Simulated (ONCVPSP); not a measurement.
## What one change does to a pseudopotential (S (Z = 16), ONCV)

```
Element                 : sulfur
Generator               : ONCVPSP 4.0.1
Type                    : optimised norm-conserving Vanderbilt (ONCV)
Functional              : LDA (Perdew-Wang 92)
Relativity              : scalar-relativistic
Frozen core             : [Ne]
Valence charge          : 6
Reference configuration : 3s2 3p4
Partial waves           : 3s: rc 1.30 bohr, ncon 3, nbas 7, qcut 5.3 1/bohr, 2 projectors, debl 0.5 Ha; 3p: rc 1.60 bohr, ncon 4, nbas 7, qcut 5.2 1/bohr, 2 projectors, debl 1.8 Ha; d scattering state at 0.02 Ha: rc 1.40 bohr, ncon 3, nbas 8, qcut 6 1/bohr, 2 projectors, debl 1 Ha
Local potential         : polynomial inside 0.85 bohr (lpopt 5, dvloc0 3 Ha)
Core correction         : polynomial model core, fcfact 0.35
```

In the s channel the program set the typed energies aside and used -0.635, 0.250 Ha.

Change: p: qcut 7.3.

Cutoffs: the cutoffs (Ha) at which the residual kinetic energy of the hardest occupied pseudo-wave falls to 1 and 0.1 mHa per electron; they do not see the model core or the augmentation charge, which bear on the density cutoff. Errors are all-electron minus pseudo energies relative to the spin-unpolarised reference configuration.

What does the change do?

The potential gets neither clearly harder nor softer (13 Ha and 25 Ha → 13 Ha and 25 Ha); the s channel sets the loose cutoff, while the largest relative change is in p, which becomes harder; of the 4 tests that both files solve, the error grows in 2 and shrinks in 1 by more than 15 % and 0.3 meV (median size 6.0 → 6.9 meV); neither file shows a bound ghost.

```tsv
quantity	base	changed
cutoff, loose	13 Ha	13 Ha
cutoff, tight	25 Ha	25 Ha
loose cutoff by channel	s 13 Ha, p 6.0 Ha	s 13 Ha, p 11 Ha
bound ghosts	none	none
GHOST(+) flags under 300 eV	s at 111.1 eV	s at 111.1 eV
error for 3s2 3p3, meV [ΔE 11.86 eV]	+0.7	+0.9
error for 3s2 3p2, meV [ΔE 34.23 eV]	+11	+13
error for 3s2 3p1, meV [ΔE 68.38 eV]	+49	+57
error for 3s1 3p5, meV [ΔE 10.24 eV]	+0.8	0.0
s: phases at 1.32 bohr within 0.05 rad from the reference energy up to (Ha; the scan ends near 5)	3.6	3.6
p: phases at 1.62 bohr within 0.05 rad from the reference energy up to (Ha; the scan ends near 5)	4.5	4.4
d: phases at 1.42 bohr within 0.05 rad from the reference energy up to (Ha; the scan ends near 5)	to the end of the scan	to the end of the scan
rms error of d²Exc/dni dnj with the model core, mHa	0.50	0.51
```
